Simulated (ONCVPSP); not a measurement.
# What one change does to a pseudopotential (palladium, ONCV)

palladium (Pd), optimised norm-conserving Vanderbilt (ONCV), made with ONCVPSP 4.0.1 (LDA (Perdew-Wang 92), scalar-relativistic). Core [Ar] 3d10, reference 4s2 4p6 4d10. Waves: 4s: rc 0.95 bohr, ncon 4, nbas 9, qcut 7.6 1/bohr, 2 projectors, debl 3.9 Ha; 4p: rc 1.35 bohr, ncon 4, nbas 8, qcut 9.7 1/bohr, 2 projectors, debl 3.3 Ha; 4d: rc 1.35 bohr, ncon 4, nbas 7, qcut 8.5 1/bohr, 2 projectors, debl 2.3 Ha. Local part: polynomial inside 0.80 bohr (lpopt 4, dvloc0 6 Ha). Core correction: none.

All-electron outer shells of the reference configuration (LDA (PZ), scalar-relativistic, ld1.x):

```csv
shell,level (eV),outermost node (bohr),outermost maximum (bohr)
4s,-85.44,0.45,0.85
4p,-51.36,0.46,0.91
4d,-4.31,0.45,1.10
```

Change: s: qcut 4.7.

Cutoffs: the cutoffs (Ha) at which the residual kinetic energy of the hardest occupied pseudo-wave falls to 1 and 0.1 mHa per electron; they do not see the model core or the augmentation charge, which bear on the density cutoff. Errors are all-electron minus pseudo energies relative to the spin-unpolarised reference configuration.

Q: What does the change do?

A: The potential gets harder (131 Ha and 251 Ha → 263 Ha and 340 Ha); the errors of the 3 common tests hardly move; neither file shows a bound ghost.

| quantity | base | changed |
| --- | --- | --- |
| cutoff, loose | 131 Ha | 263 Ha |
| cutoff, tight | 251 Ha | 340 Ha |
| loose cutoff by channel | s 131 Ha, p 33 Ha, d 30 Ha | s 263 Ha, p 33 Ha, d 30 Ha |
| bound ghosts | none | none |
| GHOST(+) flags under 300 eV | none | none |
| tests with a reliable result | 3 of 4 | 3 of 4 |
| error for 4s2 4p6 4d9, meV [ΔE 9.39 eV] | 0.0 | 0.0 |
| error for 4s2 4p6 4d8, meV [ΔE 30.47 eV] | -1.3 | -1.3 |
| error for 4s2 4p5 4d10, meV [ΔE 57.34 eV] | -48 | -47 |
| s: phases at 0.97 bohr within 0.05 rad from the reference energy up to (Ha; the scan ends near 5) | to the end of the scan | to the end of the scan |
| p: phases at 1.37 bohr within 0.05 rad from the reference energy up to (Ha; the scan ends near 5) | to the end of the scan | to the end of the scan |
| d: phases at 1.37 bohr within 0.05 rad from the reference energy up to (Ha; the scan ends near 5) | to the end of the scan | to the end of the scan |
